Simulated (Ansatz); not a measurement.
Energy difference R1 + R2 → P1 + P2, each structure at its B3LYP-D3(BJ)/def2-TZVP stationary point, reached from a drawn start (curvature not checked).
R1, CH3 (SMILES [CH3]) (charge 0, multiplicity 2):
```xyz
4

C      0.000     0.000     0.000
H      1.068    -0.147     0.029
H     -0.661    -0.852    -0.043
H     -0.407     0.999     0.013
```
P1, CH6O3Si (SMILES C[Si](O)(O)O) (charge 0, multiplicity 1):
```xyz
11

C      1.232    -0.337    -0.863
Si    -0.244     0.067     0.171
O     -1.613    -0.477    -0.568
O     -0.356     1.698     0.377
O     -0.109    -0.653     1.648
H      1.098     0.023    -1.885
H      2.130     0.128    -0.452
H      1.394    -1.416    -0.901
H     -2.176    -1.065    -0.060
H     -1.183     2.112     0.117
H     -0.173    -0.080     2.416
```
R2: H4O4Si (SMILES O[Si](O)(O)O), charge 0, multiplicity 1.
P2, OH (SMILES [OH]) (charge 0, multiplicity 2):
```json
[
 {"atom": "O", "x (Å)": "0.4884", "y (Å)": "0.0000", "z (Å)": "0.0000"},
 {"atom": "H", "x (Å)": "-0.4884", "y (Å)": "0.0000", "z (Å)": "0.0000"}
]
```

P less R. No zero-point or thermal terms; singlets are restricted closed shells; open shells are unrestricted; no spin–orbit coupling. One arrangement of each flexible species, with no search for the lowest.

Correlated levels freeze the cores.

The values were computed with Ansatz (a program for electronic structure) with Gaussian orbitals. All values are computed, each at the level named.

Total energies in hartree:

```csv
structure,PBE/def2-TZVPP,PBE0/def2-TZVPP,CCSD(T)/cc-pV(T+d)Z
R1,-39.788963,-39.799959,-39.760977
P1,-556.742063,-556.780187,-556.278209
R2,-592.700381,-592.729588,-592.220197
P2,-75.683357,-75.687130,-75.637695
```

**Question.** Work out the reaction energy at each level in kcal/mol (1 hartree = 627.50947 kcal/mol), and say how far PBE/def2-TZVPP lies from CCSD(T)/cc-pV(T+d)Z.

**Answer.** 
- PBE/def2-TZVPP: (-556.742063) + (-75.683357) − (-39.788963) − (-592.700381) = 0.063924 hartree = 40.11 kcal/mol
- PBE0/def2-TZVPP: (-556.780187) + (-75.687130) − (-39.799959) − (-592.729588) = 0.062230 hartree = 39.05 kcal/mol
- CCSD(T)/cc-pV(T+d)Z: (-556.278209) + (-75.637695) − (-39.760977) − (-592.220197) = 0.065270 hartree = 40.96 kcal/mol
PBE/def2-TZVPP less CCSD(T)/cc-pV(T+d)Z: -0.85 kcal/mol. CCSD(T)/cc-pV(T+d)Z is the level counted from, the highest shown, and no exact or measured value.
